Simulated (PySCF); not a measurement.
**How methods differ on the excitation energy of Pt**

Pt [Xe] 4f14 5d9 6s1 (3D) → Pt [Xe] 4f14 5d9 6p1 (high-spin determinant), as a difference of total energies. Computed with PySCF 2.14 in def2-QZVPPD with the def2 core potential (60 electrons), with a scalar-relativistic core potential. Correlated levels: valence: 5s2 5p6 frozen; valence and next inner shell: nothing frozen outside the core potential. The calculations carry no spin-orbit coupling.

| method | excitation energy (eV) |
| --- | --- |
| UHF | 4.055 |
| LDA | 5.057 |
| PBE | 4.837 |
| PBE0 | 4.716 |
| r2SCAN | 4.906 |
| PBEsol | 4.917 |
| TPSSh | 4.784 |
| PW91 | 4.859 |
| B3LYP | 4.780 |
| MP2 (valence) | 4.816 |
| SCS-MP2 (valence) | 4.724 |
| MP2 (valence and next inner shell) | 4.952 |
| SCS-MP2 (valence and next inner shell) | 4.824 |

Problem. How much does correlation contribute at MP2 (valence and next inner shell)?

Solution. 4.952 − (4.055) = 0.897 eV, measured against UHF.

The determinant of the upper state mixes LS terms, which raises its energy above the lowest term, most at the Hartree-Fock and MP2 levels.
